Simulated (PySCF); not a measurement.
thiophene (C₄H₄S), singlet, geometry from GFN2-xTB; PySCF with CCSD(T)/cc-pVDZ.

PySCF was given this input:
```python
from pyscf import gto, scf, cc

mol = gto.Mole()
mol.atom = '''
    S     0.008638   -0.007341    1.192886
    C     0.002988    1.225833   -0.005095
    C    -0.003171   -1.225678   -0.020136
    C    -0.007387    0.715073   -1.261196
    C    -0.010941   -0.699498   -1.269875
    H     0.007731    2.253480    0.299008
    H    -0.003601   -2.256990    0.271334
    H    -0.012358    1.318248   -2.151350
    H    -0.018915   -1.291672   -2.167363
'''
mol.basis = 'cc-pvdz'
mol.charge = 0
mol.spin = 0
mol.verbose = 4
mol.max_memory = 1800
mol.build()

mf = scf.RHF(mol)
mf.kernel()

mycc = cc.CCSD(mf, frozen=9)
mycc.kernel()
et = mycc.ccsd_t()
print('E(CCSD(T)) = %.10f' % (mycc.e_tot + et))
```

Problem. Predict the main parts of the log of this PySCF run.

Solution. 
```
PySCF version 2.14.0

[INPUT] verbose = 4
[INPUT] num. atoms = 9
[INPUT] num. electrons = 44
[INPUT] charge = 0
[INPUT] spin (= nelec alpha-beta = 2S) = 0
[INPUT] symmetry False subgroup None
[INPUT] Mole.unit = angstrom
[INPUT] Symbol           X                Y                Z      unit          X                Y                Z       unit  Magmom
[...]
nuclear repulsion = 203.525783892669
number of shells = 37
number of NR pGTOs = 173
number of NR cGTOs = 94
basis = cc-pvdz
ecp = {}

******** <class 'pyscf.scf.hf.RHF'> ********
method = RHF
initial guess = minao
damping factor = 0
level_shift factor = 0
DIIS = <class 'pyscf.scf.diis.CDIIS'>
diis_start_cycle = 1
diis_space = 8
diis_damp = 0
SCF conv_tol = 1e-09
SCF conv_tol_grad = None
SCF max_cycles = 50
direct_scf = True
direct_scf_tol = 1e-13
Set gradient conv threshold to 3.16228e-05
Initial guess from minao.
init E= -552.824915296725
[...]
cycle= 1 E= -551.265085923435  delta_E= 1.56  |g|= 0.361  |ddm|= 2.97
[...]
cycle= 2 E= -551.314402382307  delta_E= -0.0493  |g|= 0.132  |ddm|= 0.49
[...]
cycle= 3 E= -551.319680954824  delta_E= -0.00528  |g|= 0.0567  |ddm|= 0.19
[...]
cycle= 4 E= -551.32084452859  delta_E= -0.00116  |g|= 0.00813  |ddm|= 0.0819
[...]
cycle= 5 E= -551.320903930303  delta_E= -5.94e-05  |g|= 0.00313  |ddm|= 0.02
[...]
cycle= 6 E= -551.320917355377  delta_E= -1.34e-05  |g|= 0.00172  |ddm|= 0.00966
[...]
cycle= 7 E= -551.320919680863  delta_E= -2.33e-06  |g|= 0.000556  |ddm|= 0.00396
[...]
cycle= 8 E= -551.320920121746  delta_E= -4.41e-07  |g|= 0.000114  |ddm|= 0.0023
[...]
cycle= 9 E= -551.320920137096  delta_E= -1.54e-08  |g|= 2.34e-05  |ddm|= 0.000438
[...]
cycle= 10 E= -551.320920137604  delta_E= -5.08e-10  |g|= 5.77e-06  |ddm|= 7.14e-05
[...]
Extra cycle  E= -551.320920137623  delta_E= -1.89e-11  |g|= 2.33e-06  |ddm|= 9.92e-06
converged SCF energy = -551.320920137623

******** <class 'pyscf.cc.ccsd.CCSD'> ********
CC2 = 0
CCSD nocc = 13, nmo = 85
frozen orbitals 9
max_cycle = 50
direct = 0
conv_tol = 1e-07
conv_tol_normt = 1e-05
diis_space = 6
diis_start_cycle = 0
diis_start_energy_diff = 1e+09
Init t2, MP2 energy = -551.980913690832  E_corr(MP2) -0.659993553208793
Init E_corr(CCSD) = -0.659993553212037
cycle = 1  E_corr(CCSD) = -0.669538965767138  dE = -0.00954541256  norm(t1,t2) = 0.0702967
cycle = 2  E_corr(CCSD) = -0.689068208223509  dE = -0.0195292425  norm(t1,t2) = 0.0239729
cycle = 3  E_corr(CCSD) = -0.690355902882351  dE = -0.00128769466  norm(t1,t2) = 0.0109871
cycle = 4  E_corr(CCSD) = -0.693133105642209  dE = -0.00277720276  norm(t1,t2) = 0.00483456
cycle = 5  E_corr(CCSD) = -0.693231579705144  dE = -9.84740629e-05  norm(t1,t2) = 0.00139465
cycle = 6  E_corr(CCSD) = -0.693028266836093  dE = 0.000203312869  norm(t1,t2) = 0.0004978
cycle = 7  E_corr(CCSD) = -0.693030053157635  dE = -1.78632154e-06  norm(t1,t2) = 0.000237732
cycle = 8  E_corr(CCSD) = -0.693041850351293  dE = -1.17971937e-05  norm(t1,t2) = 8.9835e-05
cycle = 9  E_corr(CCSD) = -0.69303643660896  dE = 5.41374233e-06  norm(t1,t2) = 3.35775e-05
cycle = 10  E_corr(CCSD) = -0.693037512929177  dE = -1.07632022e-06  norm(t1,t2) = 8.95337e-06
cycle = 11  E_corr(CCSD) = -0.6930372974206  dE = 2.15508577e-07  norm(t1,t2) = 2.3454e-06
cycle = 12  E_corr(CCSD) = -0.693037297172982  dE = 2.47618148e-10  norm(t1,t2) = 7.20251e-07
CCSD converged
E(CCSD) = -552.013957434796  E_corr = -0.6930372971729821
CCSD(T) correction = -0.0300273809784355
E(CCSD(T)) = -552.0439848158
```
